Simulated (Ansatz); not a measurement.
```yaml
crystal:
  periodic: [false, false, false]
  atoms:
    - {symbol: N, position_ang: [-0.645597, 2.326540, -0.863097]}
    - {symbol: Si, position_ang: [-0.401512, 0.651247, -0.634087]}
    - {symbol: S, position_ang: [1.230949, 0.216210, 0.690801]}
    - {symbol: Ge, position_ang: [0.727129, -1.918665, 1.048456]}
    - {symbol: H, position_ang: [-0.923364, 2.909943, -0.089930]}
    - {symbol: H, position_ang: [-0.055153, 2.831809, -1.504017]}
    - {symbol: H, position_ang: [-1.626952, 0.049066, -0.047016]}
    - {symbol: H, position_ang: [-0.124784, 0.058990, -1.966088]}
    - {symbol: H, position_ang: [0.332059, -2.584940, -0.280523]}
    - {symbol: H, position_ang: [1.990378, -2.571760, 1.621478]}
    - {symbol: H, position_ang: [-0.437754, -2.025541, 2.044522]}
basis:
  gaussian: {orbitals: STO-3G, final_grid: {core_spheres: 8, valence_spheres: 7, degree: 23}}
total_charge: 1
magnetization: {spin_polarized: true, initial_magnetization: 1}
hamiltonian: {xc: {name: wPBEh}, pseudopotentials: {relativity: none}}
```

```sh
$ ansatz run in.yaml --threads 4 --pin off --events-out ev --progress --plain --max-ram 10444MiB
```

Output, abridged:

```
Functional definition: wPBEh
539 factors; integrals over basis functions are off by at most 3.3e-5 eV
82 factors; integrals over basis functions are off by at most 2.2e-7 eV
mean field evaluation 1: about -75912.5025 eV, gradient 5.0e1 eV
mean field evaluation 2: about -75871.7265 eV, gradient 7.6e1 eV
mean field evaluation 4: about -75930.2037 eV, gradient 2.2e1 eV
mean field evaluation 8: about -75934.8851 eV, gradient 1.0e0 eV
mean field evaluation 16: about -75934.8669 eV, gradient 1.0e-3 eV
mean field -75934.86685105 eV, -2790.5548862748 hartree, gradient 3.8e-5 eV, S^2 0.754630; 3 other end points of the search recorded, 0 dependent functions left out
reference -75934.86687010 eV, -2790.5548869747 hartree; 38, 37 occupied and 10, 11 virtual orbitals, 539 factors
Total energy: -75934.86687010 eV, -2790.5548869747 hartree
```

Run time 8 s (4 threads of a server CPU on a shared host); peak host memory 0.55 GiB.
